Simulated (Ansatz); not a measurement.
The same molecule with X = C, Si, Ge. Ansatz, PBE0-D4/def2-TZVP geometries, multiplicity 2.

Scalar relativity is left out up to krypton.

```tsv
X	molecule	mean X–H bond length / Å	mean X–N bond length / Å	size of the dipole moment (PBE/def2-TZVPP) / D	ideal-gas entropy at 298 K and 1 bar (rigid rotor, harmonic PBE0-D4/def2-TZVP) / J/(mol·K)	size of the dipole moment (B3LYP/def2-TZVPP) / D
Si	`[NH][SiH3]`•	1.488	1.753	1.40	276	1.41
Ge	`[NH][GeH3]`•	1.538	1.869	1.51	283	1.55
```

(1) Give the row for X = C, `C[NH]`•. (An estimate is asked.)

Results:

(1) The calculation gave: 
```json
{"X": "C", "molecule": "`C[NH]`•", "mean X–H bond length / Å": "1.098", "mean X–N bond length / Å": "1.430", "size of the dipole moment (PBE/def2-TZVPP) / D": "1.98", "ideal-gas entropy at 298 K and 1 bar (rigid rotor, harmonic PBE0-D4/def2-TZVP) / J/(mol·K)": "245", "size of the dipole moment (B3LYP/def2-TZVPP) / D": "1.98"}
```

From C to Ge the mean X–H bond length rises at each step, by 0.440 Å in all; the mean X–N bond length rises at each step, by 0.439 Å in all; the ideal-gas entropy at 298 K and 1 bar (rigid rotor, harmonic PBE0-D4/def2-TZVP) rises at each step, by 38 J/(mol·K) in all. Bonds lengthen as the atom grows down the group. Dipoles are sizes alone, and their direction can turn along the series.

B3LYP here is the variant with VWN-RPA as its local correlation; programs differ in this.
